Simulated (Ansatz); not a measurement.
Reaction (cleavage of the Si–Si bond): `N[SiH](F)[Si](N)(Cl)Cl` + H₂S → `N[SiH](F)S` + `N[SiH](Cl)Cl`

Computed with Ansatz on PBE0-D4/def2-TZVP structures; ΔE is electronic, products minus reactants. CCSD(T)/CBS adds triple-zeta CCSD(T) − MP2 to the extrapolated MP2 energy (def2 sets, frozen cores). This one scheme is used for every species. DFT in def2-TZVPP. B3LYP here is the variant with VWN-RPA as its local correlation; programs differ in this. One conformer a species, not always the lowest.

**Question.** Is it downhill or uphill in electronic energy at CCSD(T)/CBS, and by how much? (Best estimate.)

**Answer.** Ansatz gave: Downhill: ΔE = -74.2 kJ/mol.

**Question.** What do these levels give: PBE0-D4, B3LYP-D4, r2SCAN, PBE0, B3LYP, HF/def2-TZVPP, CCSD/def2-TZVPP, CCSD(T)/def2-TZVPP, HF/def2-QZVPP, MP2/def2-QZVPP, MP2/CBS(def2), CCSD/CBS(def2)? (Estimate.)

**Answer.** The calculation gave: PBE0-D4 -65.8, B3LYP-D4 -64.9, r2SCAN -76.0, PBE0 -72.2, B3LYP -75.0, HF/def2-TZVPP -88.9, CCSD/def2-TZVPP -75.6, CCSD(T)/def2-TZVPP -73.8, HF/def2-QZVPP -89.4, MP2/def2-QZVPP -81.8, MP2/CBS(def2) -81.8, CCSD/CBS(def2) -76.1 kJ/mol.

Largest T1 diagnostic among the species: 0.011.

The D4 term adds +10.2 kJ/mol with B3LYP and +6.4 kJ/mol with PBE0; it sums over pairs of atoms, weighted by their polarisabilities, and B3LYP, whose exchange is more repulsive, gets the larger term. From PBE to PBE0 (25 % exact exchange), in def2-TZVPP and without D4, ΔE moves by −6.3 kJ/mol. In def2-TZVPP, CCSD(T) changes the Hartree–Fock value by +15.1 kJ/mol (the triples alone add +1.9 kJ/mol) and MP2 by +7.6 kJ/mol.
